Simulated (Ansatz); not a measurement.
CH₄Cl₂SSi (`C[Si](S)(Cl)Cl`). The species carries charge 0 and has multiplicity 1. The structure was optimised at the PBE0-D4/def2-TZVP level. It is one conformer, not always the lowest.

```xyz
9

C    -0.846    0.488    0.728
Si    0.698   -0.149   -0.061
S     0.649   -0.168   -2.182
Cl    2.279    1.061    0.405
Cl    1.065   -2.030    0.670
H    -1.048    1.503    0.382
H    -1.694   -0.149    0.468
H    -0.736    0.495    1.815
H    -0.366   -1.050   -2.225
```

Question: What is the dipole moment at B3LYP/def2-TZVPP? (Best estimate.)

Answer: The calculation gave: 2.24 D, with components (-2.23, 0.20, 0.16) D in this frame, pointing from negative to positive charge.

Question: And with PBE, r2SCAN, ωB97M-V? (Best estimate.)

Answer: The calculation gave: PBE 2.21 D, r2SCAN 2.30 D, ωB97M-V 2.24 D.

Question: Give the Mulliken charges with B3LYP, ωB97M-V, r2SCAN in def2-TZVPP. (Estimate.)

Answer: Ansatz gave: 
| atom | B3LYP | ωB97M-V | r2SCAN |
| --- | --- | --- | --- |
| C1 | -0.36 | -0.41 | -0.30 |
| Si2 | 0.60 | 0.50 | 0.63 |
| S3 | -0.23 | -0.21 | -0.24 |
| Cl4 | -0.23 | -0.19 | -0.23 |
| Cl5 | -0.23 | -0.19 | -0.24 |
| H6 | 0.12 | 0.13 | 0.09 |
| H7 | 0.11 | 0.12 | 0.08 |
| H8 | 0.12 | 0.13 | 0.09 |
| H9 | 0.11 | 0.12 | 0.11 |

B3LYP here is the variant with VWN-RPA as its local correlation; programs differ in this.
